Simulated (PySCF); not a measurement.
H2BrFOSi, singlet, geometry from GFN2-xTB, atoms displaced at random by about 0.08 Å a coordinate; R2SCAN/STO-3G, gradient in PySCF.

PySCF was given this input:
```python
from pyscf import gto, scf, dft

mol = gto.Mole()
mol.atom = '''
    Si   -0.44184616    0.30031515    0.70665360
    O    -1.81503466   -0.42278156    1.03589380
    F    -0.81470937    2.02733447    0.50245738
    Br    0.79376865   -0.40210371   -0.73614086
    H     0.19597063    0.27713913    2.05308797
    H    -2.50132622   -0.48485732    0.31936670
'''
mol.basis = 'sto-3g'
mol.verbose = 4
mol.build()

mf = dft.RKS(mol)
mf.xc = 'r2scan'
mf.grids.level = 0
mf.kernel()
g = mf.nuc_grad_method()
g.grid_response = True
grad = g.kernel()
```

The log (banner, timings and long lists left out):

```
PySCF version 2.14.0

[INPUT] verbose = 4
[INPUT] num. atoms = 6
[INPUT] num. electrons = 68
[INPUT] charge = 0
[INPUT] spin (= nelec alpha-beta = 2S) = 0
[INPUT] symmetry False subgroup None
[INPUT] Mole.unit = angstrom
[INPUT] Symbol           X                Y                Z      unit          X                Y                Z       unit  Magmom
[INPUT]  1 Si    -0.441846160000   0.300315150000   0.706653600000 AA   -0.834968231591   0.567513384558   1.335381768938 Bohr   0.0
[INPUT]  2 O     -1.815034660000  -0.422781560000   1.035893800000 AA   -3.429918413993  -0.798941358916   1.957555576135 Bohr   0.0
[INPUT]  3 F     -0.814709370000   2.027334470000   0.502457380000 AA   -1.539577580417   3.831106911190   0.949506837467 Bohr   0.0
[INPUT]  4 Br     0.793768650000  -0.402103710000  -0.736140860000 AA    1.500005354766  -0.759865885572  -1.391104614502 Bohr   0.0
[INPUT]  5 H      0.195970630000   0.277139130000   2.053087970000 AA    0.370330819158   0.523717054100   3.879773972939 Bohr   0.0
[INPUT]  6 H     -2.501326220000  -0.484857320000   0.319366700000 AA   -4.726821503994  -0.916247544291   0.603515596306 Bohr   0.0

nuclear repulsion = 346.225211683766
number of shells = 21
number of NR pGTOs = 117
number of NR cGTOs = 39
basis = sto-3g
ecp = {}

******** <class 'pyscf.dft.rks.RKS'> ********
method = RKS
initial guess = minao
damping factor = 0
level_shift factor = 0
DIIS = <class 'pyscf.scf.diis.CDIIS'>
diis_start_cycle = 1
diis_space = 8
diis_damp = 0
SCF conv_tol = 1e-09
SCF conv_tol_grad = None
SCF max_cycles = 50
direct_scf = True
direct_scf_tol = 1e-13
XC library pyscf.dft.libxc version 7.1.2
    S. Lehtola, C. Steigemann, M. J. T. Oliveira, and M. A. L. Marques,  SoftwareX 7, 1–5 (2018)
XC functionals = r2scan
    J. W. Furness, A. D. Kaplan, J. Ning, J. P. Perdew, and J. Sun,  J. Phys. Chem. Lett. 11, 8208–8215 (2020)
    J. W. Furness, A. D. Kaplan, J. Ning, J. P. Perdew, and J. Sun,  J. Phys. Chem. Lett. 11, 9248–9248 (2020)
    J. W. Furness, A. D. Kaplan, J. Ning, J. P. Perdew, and J. Sun,  J. Phys. Chem. Lett. 11, 8208–8215 (2020)
    J. W. Furness, A. D. Kaplan, J. Ning, J. P. Perdew, and J. Sun,  J. Phys. Chem. Lett. 11, 9248–9248 (2020)
radial grids:
    Treutler-Ahlrichs [JCP 102, 346 (1995); DOI:10.1063/1.469408] (M4) radial grids

becke partition: Becke, JCP 88, 2547 (1988); DOI:10.1063/1.454033
pruning grids: <function nwchem_prune>
grids dens level: 0
symmetrized grids: False
atomic radii adjust function: <function treutler_atomic_radii_adjust>
small_rho_cutoff = 0
Set gradient conv threshold to 3.16228e-05
Initial guess from minao.
tot grids = 7488
init E= -3003.04292516962
  HOMO = -0.474188400295342  LUMO = -0.110914489251047  gap/eV = 9.88519
cycle= 1 E= -3005.92101281956  delta_E= -2.88  |g|= 0.706  |ddm|= 2.93
  HOMO = 0.0205192212597635  LUMO = 0.164169862984889  gap/eV = 3.90893
cycle= 2 E= -3005.73820748333  delta_E= 0.183  |g|= 1.07  |ddm|= 2.86
  HOMO = -0.141138475154426  LUMO = 0.155606534133254  gap/eV = 8.07484
cycle= 3 E= -3006.11629355432  delta_E= -0.378  |g|= 0.137  |ddm|= 1.98
  HOMO = -0.0834781562107864  LUMO = 0.164432126487807  gap/eV = 6.74598
cycle= 4 E= -3006.12447149712  delta_E= -0.00818  |g|= 0.0687  |ddm|= 0.469
  HOMO = -0.105373688021423  LUMO = 0.159807427338984  gap/eV = 7.21595
cycle= 5 E= -3006.12631876334  delta_E= -0.00185  |g|= 0.023  |ddm|= 0.148
  HOMO = -0.105685436181006  LUMO = 0.158355600904045  gap/eV = 7.18492
cycle= 6 E= -3006.12652379395  delta_E= -0.000205  |g|= 0.00244  |ddm|= 0.0456
  HOMO = -0.105735759146973  LUMO = 0.158635757802746  gap/eV = 7.19392
cycle= 7 E= -3006.12652639385  delta_E= -2.6e-06  |g|= 0.000318  |ddm|= 0.00476
  HOMO = -0.105833198196697  LUMO = 0.158609645947333  gap/eV = 7.19586
cycle= 8 E= -3006.12652644106  delta_E= -4.72e-08  |g|= 4.36e-05  |ddm|= 0.000712
  HOMO = -0.105837024282172  LUMO = 0.158612733654612  gap/eV = 7.19604
cycle= 9 E= -3006.12652644209  delta_E= -1.03e-09  |g|= 4.26e-06  |ddm|= 0.000125
  HOMO = -0.105837260855939  LUMO = 0.158612176278457  gap/eV = 7.19604
cycle= 10 E= -3006.12652644211  delta_E= -1.36e-11  |g|= 2.2e-07  |ddm|= 1.12e-05
  HOMO = -0.105837110988673  LUMO = 0.15861219411839  gap/eV = 7.19603
Extra cycle  E= -3006.12652644209  delta_E= 1.64e-11  |g|= 3.25e-07  |ddm|= 9.87e-07
converged SCF energy = -3006.12652644209

******** <class 'pyscf.grad.rks.Gradients'> for <class 'pyscf.dft.rks.RKS'> ********
unit = Eh/Bohr
grid_response = True
--------------- RKS gradients ---------------
         x                y                z
0 Si     0.0168897668    -0.1467636255    -0.0888917927
1 O     0.0531393388     0.0369360949    -0.0294275378
2 F    -0.0178752288     0.0710632193     0.0067973419
3 Br    -0.0606912161     0.0342869277     0.0755820446
4 H     0.0031804554     0.0051419568     0.0183320143
5 H     0.0053568839    -0.0006645732     0.0176079298
----------------------------------------------
```
